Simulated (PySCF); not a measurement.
Input for PySCF: R-BP86/LANL2DZ on F2Hf (SMILES [F][Hf][F]), 2S+1 = 1.

```python
from pyscf import gto, scf, dft, mp
from pyscf.data.elements import chemcore

mol = gto.M(
    atom='''
    Hf    0.53782175    0.07096228   -0.06788527
    F    -0.50251848    1.24474126   -1.12055411
    F    -0.06847199   -1.26843194    1.11811975
    ''',
    basis='lanl2dz',
    ecp={'Hf': 'lanl2dz'},
    charge=0, spin=0, verbose=3, max_memory=1800)
mf = dft.RKS(mol, xc='b88,p86')
mf.conv_tol = 1e-8
mf.max_cycle = 100
mf.kernel()
if not mf.converged:
    mf = mf.newton().run(mf.mo_coeff, mf.mo_occ)
```

Q: Give the final energy of this run.

A: -248.7599 hartree.
